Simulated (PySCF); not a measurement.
**How methods differ on the excitation energy of Cr²⁺**

Cr²⁺ [Ar] 3d4 (5D) → Cr²⁺ [Ar] 3d3 4s1 (5F), as a difference of total energies. Computed with PySCF 2.14 in dyall-av2z, with the non-relativistic Hamiltonian (point nucleus). Correlated levels: valence: [Ar] frozen; virtual orbitals above 40 to 60 times the deepest correlated orbital energy dropped. The calculations carry no spin-orbit coupling.

```json
{"method": "UHF", "excitation energy (eV)": "6.072"}
{"method": "LDA", "excitation energy (eV)": "6.869"}
{"method": "PBE", "excitation energy (eV)": "6.628"}
{"method": "PBE0", "excitation energy (eV)": "6.687"}
{"method": "r2SCAN", "excitation energy (eV)": "6.507"}
{"method": "B2PLYP", "excitation energy (eV)": "6.476"}
{"method": "CAM-B3LYP", "excitation energy (eV)": "6.575"}
{"method": "M06-L", "excitation energy (eV)": "7.292"}
{"method": "B97-3", "excitation energy (eV)": "6.735"}
{"method": "MP2 (valence)", "excitation energy (eV)": "6.435"}
{"method": "SCS-MP2 (valence)", "excitation energy (eV)": "6.193"}
```

Question: How much does correlation contribute at MP2 (valence)?

Answer: 6.435 − (6.072) = 0.363 eV, measured against UHF.

A first-order spin-orbit estimate (lowest level to lowest level, LS coupling) adds -0.023 eV.
